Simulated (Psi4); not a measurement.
F₅Sb (SMILES [F][Sb]([F])([F])([F])[F]), singlet, at a GFN2-xTB geometry (core potentials on Sb); B3LYP/def2-SVP run with Psi4.

Here is a job for Psi4.
```
memory 2 GB

molecule mol {
0 1
  Sb   -0.005381   -0.018048   -0.002321
  F     1.271081   -0.772450    1.175560
  F    -1.287670    0.729487   -1.178180
  F     0.235345    1.681917    0.820823
  F     1.083193   -0.495262   -1.490231
  F    -1.322503   -1.226300    0.658629
}

set basis def2-svp
set reference rks

energy('b3lyp')
print_variables()
```

Output, abridged:

```
   => Loading Basis Set <=

    Name: DEF2-SVP
    Role: ORBITAL
    Keyword: BASIS

    !!!  WARNING: ECP capability is in beta. Please check occupations closely.  !!!

         ---------------------------------------------------------
                                   SCF
               by Justin Turney, Rob Parrish, Andy Simmonett
                          and Daniel G. A. Smith
                              RKS Reference
         ---------------------------------------------------------

  ==> Geometry <==

    Molecular point group: c1
    Full point group: C1

    Geometry (in Angstrom), charge = 0, multiplicity = 1:

       Center              X                  Y                   Z               Mass
    ------------   -----------------  -----------------  -----------------  -----------------
         SB          -0.000558875360    -0.000671600810     0.000157868430   120.903812000000
         F            1.275903124640    -0.755073600810     1.178038868430    18.998403162730
         F           -1.282847875360     0.746863399190    -1.175701131570    18.998403162730
         F            0.240167124640     1.699293399190     0.823301868430    18.998403162730
         F            1.088015124640    -0.477885600810    -1.487752131570    18.998403162730
         F           -1.317680875360    -1.208923600810     0.661107868430    18.998403162730

  Running in c1 symmetry.

  Rotational constants: A =      0.08153  B =      0.07059  C =      0.07011 [cm^-1]
  Rotational constants: A =   2444.15477  B =   2116.11647  C =   2101.86707 [MHz]
  Nuclear repulsion =  434.276016316601499

  Charge       = 0
  Multiplicity = 1
  Electrons    = 68
  Nalpha       = 34
  Nbeta        = 34

  ==> Algorithm <==

  SCF Algorithm Type is DF.
  DIIS enabled.
  MOM disabled.
  Fractional occupation disabled.
  Guess Type is SAD.
  Energy threshold   = 1.00e-06
  Density threshold  = 1.00e-06
  Integral threshold = 1.00e-12

  ==> Primary Basis <==

  Basis Set: DEF2-SVP
    Blend: DEF2-SVP
    Number of shells: 40
    Number of basis functions: 96
    Number of Cartesian functions: 103
    Spherical Harmonics?: true
    Max angular momentum: 2

  Core potential: DEF2-SVP
    Number of shells: 4
    Number of ECP primitives: 18
    Number of ECP core electrons: 28
    Max angular momentum: 3

  ==> DFT Potential <==

   => LibXC <=

    Version 7.1.2
[...]
   @DF-RKS iter   3:  -739.16592454156489   -4.89641e-01   8.43315e-04 ADIIS/DIIS
   @DF-RKS iter   4:  -739.16720662778437   -1.28209e-03   5.27777e-04 ADIIS/DIIS
   @DF-RKS iter   5:  -739.16803832381061   -8.31696e-04   1.24268e-04 ADIIS/DIIS
   @DF-RKS iter   6:  -739.16808634698293   -4.80232e-05   3.89191e-05 DIIS
   @DF-RKS iter   7:  -739.16809104270885   -4.69573e-06   5.92094e-06 DIIS
   @DF-RKS iter   8:  -739.16809115939202   -1.16683e-07   3.63234e-07 DIIS
  Energy and wave function converged.

  ==> Post-Iterations <==

   Electrons on quadrature grid:
      Ntotal   =   67.9998786205 ; deviation = -1.214e-04

    Orbital Energies [Eh]
    ---------------------

    Doubly Occupied:

[...]
      34A     -0.431475

    Virtual:

[...]
    Final Occupation by Irrep:
              A
    DOCC [    34 ]
    NA   [    34 ]
    NB   [    34 ]

  @DF-RKS Final Energy:  -739.16809115939202

   => Energetics <=

    Nuclear Repulsion Energy =            434.2760163166014991
    One-Electron Energy =               -1980.3310424866551784
    Two-Electron Energy =                 865.0595957742290238
    DFT Exchange-Correlation Energy =     -58.1726607635673858
    Empirical Dispersion Energy =           0.0000000000000000
    VV10 Nonlocal Energy =                  0.0000000000000000
    Total Energy =                       -739.1680911593920200

Computation Completed

Properties will be evaluated at   0.000000,   0.000000,   0.000000 [a0]

Properties computed using the SCF density matrix

 Multipole Moments:

 ------------------------------------------------------------------------------------
     Multipole            Electronic (a.u.)      Nuclear  (a.u.)        Total (a.u.)
 ------------------------------------------------------------------------------------

 L = 1.  Multiply by 2.5417464519 to convert [e a0] to [Debye]
 Dipole X            :         -0.0409652            0.0361986           -0.0047666
 Dipole Y            :         -0.0492199            0.0434999           -0.0057200
 Dipole Z            :          0.0115324           -0.0102252            0.0013072
 Magnitude           :                                                    0.0075596

 ------------------------------------------------------------------------------------

  Variable Map:
  ----------------------------------------------------------------------------
[...]
  Array Variable Map:
  ----------------------------------------------------------------------------
[...]
[...]
```
